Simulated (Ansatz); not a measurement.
Geometry optimisation, Ansatz 0.2.0, RKS PBE/def2-SVP.

The input (input.yaml):

```yaml
crystal:
  periodic: [false, false, false]
  atoms:
    - { symbol: Ta, position_ang: [0.0, 0.0, 0.0] }
    - { symbol: F, position_ang: [2.28, 0.0, 0.0] }
    - { symbol: Cl, position_ang: [0.0, 0.0, 2.47] }
    - { symbol: Cl, position_ang: [0.0, 0.0, -2.47] }
    - { symbol: Cl, position_ang: [-1.235, 2.139, 0.0] }
    - { symbol: O, position_ang: [-1.01, -1.7493, 0.0] }
    - { symbol: H, position_ang: [-1.6563, -1.7655, 0.776] }
    - { symbol: S, position_ang: [0.8829, 2.1884, 1.5071] }
    - { symbol: H, position_ang: [1.2839, 1.7513, 2.7752] }
    - { symbol: H, position_ang: [2.1101, 1.0609, 0.7306] }
basis:
  gaussian: { orbitals: def2-SVP }
hamiltonian:
  xc: pbe
relax:
  f_tol: 0.15
  max_steps: 25
  restrain:
    - { distance: [0, 7], at: 2.5, k: 30.0 }
    - { distance: [9, 1], at: 0.92, k: 30.0 }
    - { distance: [0, 1], at: 3.13, k: 30.0 }
    - { distance: [9, 7], at: 2.6, k: 30.0 }
```

Command:

```bash
$ ansatz run input.yaml --threads 4 --pin off --max-ram 5120MiB --backend cpu --events-out ev --progress --plain --runs-dir out
```

Question: Where does it end, and by what steps?

Answer: It converged. The restraints hold the end off the free minimum; the threshold counts their pulls, which the force column leaves out. Restrained pairs: Ta1–S8 (2.80 → 2.49 Å), F2–H10 (1.30 → 0.94 Å), Ta1–F2 (2.28 → 3.13 Å), S8–H10 (1.84 → 2.59 Å). After 20 steps the energy has fallen by 4.066 eV (the restraints' own energy left out); H7 moved furthest, 1.79 Å.

| step | energy less start (eV) | largest force component (eV/Å) | accepted |
| --- | --- | --- | --- |
| 0 | 0.0000 | 4.130 | yes |
| 1 | 0.0883 | 3.564 | yes |
| 2 | -0.1120 | 3.068 | yes |
| 3 | -1.3170 | 2.099 | yes |
| 4 | -2.3779 | 1.237 | yes |
| 5 | -2.9897 | 1.284 | yes |
| 6 | -3.3179 | 1.256 | yes |
| 7 | -3.4976 | 0.818 | yes |
| 8 | -3.5567 | 1.332 | yes |
| 9 | -3.6564 | 0.425 | yes |
| 10 | -3.7355 | 1.256 | yes |
| 11 | -3.8311 | 0.852 | yes |
| 12 | -3.8938 | 0.779 | yes |
| 13 | -3.9674 | 0.398 | yes |
| 14 | -3.9908 | 0.684 | yes |
| 15 | -3.9989 | 1.291 | yes |
| 16 | -4.0424 | 0.595 | yes |
| 17 | -4.0484 | 0.647 | yes |
| 18 | -4.0518 | 0.773 | yes |
| 19 | -4.0631 | 0.722 | yes |
| 20 | -4.0661 | 0.673 | yes |

```xyz
10
Properties=species:S:1:pos:R:3
Ta -0.576 0.630 0.386
F 2.042 -1.078 0.526
Cl -0.638 0.357 2.726
Cl 0.142 1.090 -1.803
Cl -2.621 1.650 0.210
O -0.720 -1.214 0.067
H -0.016 -1.892 0.062
S 1.345 2.150 0.833
H 1.308 2.144 2.197
H 2.388 -0.211 0.586
```

The run took 67 s on 4 threads of Arm Neoverse V1, with other jobs on the host, peak memory 0.24 GiB.
